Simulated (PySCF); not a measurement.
## Platinum: a sound run and one with changed settings

Sound run: Pt²⁺ [Xe] 4f14 5d8, Pt³⁺ [Xe] 4f14 5d7. All numbers are calculated (PySCF 2.14, a scalar-relativistic core potential, in def2-TZVP with the def2 core potential (60 electrons)). In the sound run the correlated levels freeze 5s2 5p6 outside the core potential. The sound run starts from symmetry-adapted Hartree-Fock orbitals and uses a fine grid where one is needed.

Changed run: initial guess atom, at most 50 SCF cycles.

```json
{"species": "Pt²⁺", "method": "UHF", "sound run (hartree)": "-117.49727", "changed run (hartree)": "-117.49727", "converged": "yes"}
{"species": "Pt²⁺", "method": "BP86", "sound run (hartree)": "-118.34320", "changed run (hartree)": "-118.34320", "converged": "yes"}
{"species": "Pt²⁺", "method": "M06-2X", "sound run (hartree)": "-118.13188", "changed run (hartree)": "-118.13188", "converged": "yes"}
{"species": "Pt²⁺", "method": "MP2", "sound run (hartree)": "-117.63151", "changed run (hartree)": "-117.63151", "converged": "yes"}
{"species": "Pt³⁺", "method": "UHF", "sound run (hartree)": "-116.42417", "changed run (hartree)": "-116.37318", "converged": "yes"}
{"species": "Pt³⁺", "method": "BP86", "sound run (hartree)": "-117.19211", "changed run (hartree)": "-117.19211", "converged": "yes"}
{"species": "Pt³⁺", "method": "M06-2X", "sound run (hartree)": "-116.98403", "changed run (hartree)": "-116.95714", "converged": "yes"}
{"species": "Pt³⁺", "method": "MP2", "sound run (hartree)": "-116.51376", "changed run (hartree)": "-116.46922", "converged": "yes"}
```

Ionisation energy of Pt²⁺:

```
 method  sound run (eV)  changed run (eV)
    UHF          29.201            30.588
   BP86          31.323            31.323
 M06-2X          31.235            31.966
    MP2          30.415            31.627
SCS-MP2          30.402            31.676
```

The plain start fixes occupations by D2h representation alone, and Pt³⁺ at UHF, Pt³⁺ at M06-2X landed in another state (other ⟨L²⟩ or ⟨S²⟩). 

For comparison, NIST gives 29 ± 1.6 eV between the lowest levels.
